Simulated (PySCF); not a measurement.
Ga(Br)(Me)(NH2) (CH₅BrGaN), SMILES [CH3][Ga]([NH2])[Br]. Atoms are numbered in the order given.

```xyz
9

Ga     0.5466     0.5322     0.1300
Br    -1.0877    -1.0633    -0.2564
C      0.5140     2.2330    -0.8383
H      0.5605     2.0414    -1.9212
H      1.3592     2.8747    -0.5480
H     -0.4291     2.7595    -0.6260
N      1.7556    -0.0013     1.3660
H      2.5491     0.5526     1.6747
H      1.7115    -0.9031     1.8317
```
Charge 0, spin multiplicity 1.

The structure is a stationary point at TPSSh-D3(BJ)/def2-SVP. The structure was generated by enumeration; whether it is a known compound was not checked. Other conformers were not sampled.

Two levels are set side by side: PBE/pcSseg-1 (PySCF) and HF/pcSseg-1 (PySCF). GIAO shifts against NH3 (¹⁵N), TMS (¹H), TMS (¹³C) at the same level; non-relativistic, no solvent, atoms listed together averaged. Without spin–orbit terms, shifts of atoms bonded to Cl or Br come out too high at both levels. Differences are taken from unrounded values.

```
quantity                PBE
---------------------  ----
δ(¹³C) of C3 (ppm)     -0.5
δ(¹⁵N) of N7 (ppm)     75.8
δ(¹H) of H8, H9 (ppm)  2.67
```

These are the PBE values. What does HF give? (The exact figures need the calculation; the answer reports its results.)


| quantity | HF | PBE minus HF |
|---|---|---|
| δ(¹³C) of C3 (ppm) | -7.3 | 6.8 |
| δ(¹⁵N) of N7 (ppm) | 35.8 | 40.0 |
| δ(¹H) of H8, H9 (ppm) | 1.90 | 0.77 |

Rough cost on one machine, each run with all the roots and properties that it gave: HF against PBE within a factor of 2.
